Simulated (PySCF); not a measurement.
An excited-state job on `CN(C)B(N)[AsH2]`.

Computed with TDDFT B3LYP/def2-SVPD, vertical, gas phase, core orbitals frozen in the response (PySCF 2.14.0, density-fitted response routines). Geometry: GFN2-xTB. The input is one job of a driver script: a line of settings, then coordinates in Å.

Input:
```
{"job": {"kind": "uv", "xc": "B3LYP", "basis": "def2-SVPD", "nstates": 8, "ntriplets": 3}, "charge": 0, "multiplicity": 1}
C     -1.066439    -1.436844    -0.112013
N     -0.548576    -0.090803    -0.062102
C     -1.623022     0.871930     0.011568
B      0.822708     0.220903    -0.146456
N      1.263794     1.552819    -0.242495
As     2.243738    -1.252098    -0.177558
H     -1.689140    -1.580803    -1.003873
H     -1.687311    -1.646844     0.767252
H     -0.250391    -2.159817    -0.139990
H     -2.286282     0.633381     0.850786
H     -1.234949     1.874919     0.162505
H     -2.223355     0.863058    -0.906718
H      0.674247     2.366604    -0.283880
H      2.241624     1.782871    -0.276803
H      2.005320    -1.652177     1.257599
H      3.350436    -0.338155     0.290768
```

Q: Give the output.

A: 
```
coarse grid: 57832 points
cycle   1  E = -2452.1057122991  dE = -2.467e-01  |g| = 5.138e-01  |ddm| = 7.223e+00
cycle   2  E = -2452.0593978652  dE =  4.631e-02  |g| = 6.749e-01  |ddm| = 1.617e+00
cycle   3  E = -2452.1648418450  dE = -1.054e-01  |g| = 8.403e-02  |ddm| = 8.452e-01
cycle   4  E = -2452.1664646422  dE = -1.623e-03  |g| = 1.942e-02  |ddm| = 1.371e-01
cycle   5  E = -2452.1665384932  dE = -7.385e-05  |g| = 8.392e-03  |ddm| = 4.309e-02
cycle   6  E = -2452.1665538056  dE = -1.531e-05  |g| = 1.504e-03  |ddm| = 1.324e-02
cycle   7  E = -2452.1665542060  dE = -4.004e-07  |g| = 7.128e-04  |ddm| = 2.523e-03
final grid: 122408 points
cycle   8  E = -2452.1665639287  dE =  1.021e-07  |g| = 1.273e-03  |ddm| = 1.433e-02
cycle   9  E = -2452.1665631223  dE =  8.064e-07  |g| = 2.279e-03  |ddm| = 3.834e-03
cycle  10  E = -2452.1665643031  dE = -1.181e-06  |g| = 7.692e-05  |ddm| = 2.314e-03
cycle  11  E = -2452.1665643045  dE = -1.315e-09  |g| = 7.371e-06  |ddm| = 1.383e-04
cycle  12  E = -2452.1665643045  dE = -1.000e-11  |g| = 3.548e-06  |ddm| = 2.679e-05
converged SCF energy = -2452.1665643045

Static polarisability (au): isotropic 90.819, principal 71.805 92.801 107.851

Singlet excitations
state   eV       nm        f      main configurations
  1   5.2860    234.6   0.02804   H->L 0.98
  2   5.7087    217.2   0.01496   H-1->L 0.94
  3   5.9387    208.8   0.00084   H->L+1 0.94
  4   6.1545    201.5   0.02598   H->L+2 0.93
  5   6.2538    198.3   0.03076   H-1->L+1 0.88
  6   6.3093    196.5   0.01112   H->L+3 0.91
  7   6.6314    187.0   0.01642   H-1->L+2 0.82
  8   6.7355    184.1   0.12223   H->L+4 0.81, H->L+5 0.11

Triplet excitations (Tamm-Dancoff, eV): 5.1372 5.3402 5.4422
```

The SCF starts on a coarse grid where the log names one; the energy can jump when the final grid takes over, and dE then counts from the start density on the new grid. H and L stand for HOMO and LUMO; the number after each pair is its weight.

Q: Which computed singlet has the largest oscillator strength, and what do all of them sum to?

A: State 8 at 6.74 eV (184 nm), f = 0.122; the 8 states sum to 0.250.

Q: Give the mean polarisability as a volume in Å³, and the ratio of the largest to the smallest principal value.

A: 90.819 au × 0.148185 = 13.46 Å³; 107.851/71.805 = 1.50.

In short: HOMO -6.25 eV, LUMO -0.10 eV; lowest singlet 5.29 eV; lowest triplet 5.14 eV (Tamm–Dancoff); mean polarisability 90.8 au.

 Relativistic effects, spin–orbit coupling among them, are left out although an element past zinc is present.

The run took 38 s wall on one thread of an Arm Neoverse V2, no GPU, on a shared host.

One conformer stands for the species.
Labels such as C1 count atoms from 1, the log's own numbers from 0.
